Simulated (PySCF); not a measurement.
Calculation: PBE-D3(BJ)/def2-TZVP // B3LYP-D3(BJ)/def2-SVP run with PySCF 2.14.0. Gas-phase values, no solvent. One relaxed conformer stands for a flexible species; it need not be the lowest. Excitations are Tamm–Dancoff values on a coarser integration grid. The basis has no diffuse functions, so Rydberg states are missing or too high.

Reference species (SMILES): `FC(F)([SiH2][SiH2][SiH2]OC)F` (neutral, multiplicity 1).

```json
{
 "HOMO": "-6.51 eV",
 "S1–T1 gap (TDA)": "0.28 eV"
}
```

Changed species: `O(C)[SiH2][Si@@H]([SiH3])C(F)(F)F` (C–O–Si–Si torsion -177°, O–Si–Si–Si torsion 25°).

**Question.** Predict the effect on the HOMO and S1–T1 gap (TDA).

**Answer.** the HOMO drops by 0.36 eV, to -6.87 eV; the S1–T1 gap (TDA) stays essentially unchanged.
